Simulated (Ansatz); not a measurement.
Ideal-gas functions of `O[B](O)[SbH2]` at 400 K and 1 bar, from an Ansatz frequency run at PBE0-D4/def2-TZVP.

Molar mass 168.6 g/mol, point group Cs (symmetry number 1), electronic degeneracy 1, moments of inertia 55.14, 262.951, 312.584 u Å². Harmonic wavenumbers (cm⁻¹, unscaled): 83, 190, 264, 358, 429, 549, 558, 577, 639, 833, 931, 1003, 1259, 1409, 1972, 1979, 3823, 3823.

Use S(trans) = R[1.5 ln M + 2.5 ln T − 1.1517]; rotational temperatures θ = 24.2544 K / I; S(rot) = R[ln(√π/σ · √(T³/θAθBθC)) + 1.5]; for each mode x = 1.438777 ν̃/T, S = R[x/(eˣ − 1) − ln(1 − e⁻ˣ)] and H = RT x/(eˣ − 1); 1 cm⁻¹ = 0.0119627 kJ/mol; R = 8.31446 J/(mol·K).

Question: By hand: the entropy, in J/(mol·K).

Answer: Translation 178.9. Rotation: θ = 0.4399, 0.0922, 0.0776 K, giving 115.9. Vibration, mode by mode: 18.40, 11.64, 9.05, 6.76, 5.49, 3.89, 3.79, 3.59, 3.01, 1.74, 1.31, 1.06, 0.50, 0.32, 0.06, 0.05, 0.00, 0.00, in all 70.7. Electronic 0.0. Sum 365.5 J/(mol·K).

Question: By hand: H − E and G − E in kJ/mol, counted from the electronic energy.

Answer: Zero-point energy ½ × 20679 × 0.0119627 = 123.7; thermal vibration 15.7; translation, rotation and pV give 4 RT = 13.3. H − E = 152.7 kJ/mol, and G − E = 152.7 − 400 × 365.5/1000 = 6.5 kJ/mol.

Vibration gives 19 % of the entropy, 18.4 J/(mol·K) of it from the mode under 150 cm⁻¹: soft modes count most, and the harmonic formula is weakest for them. The sum counts one conformer and one mirror image; others add a mixing term.
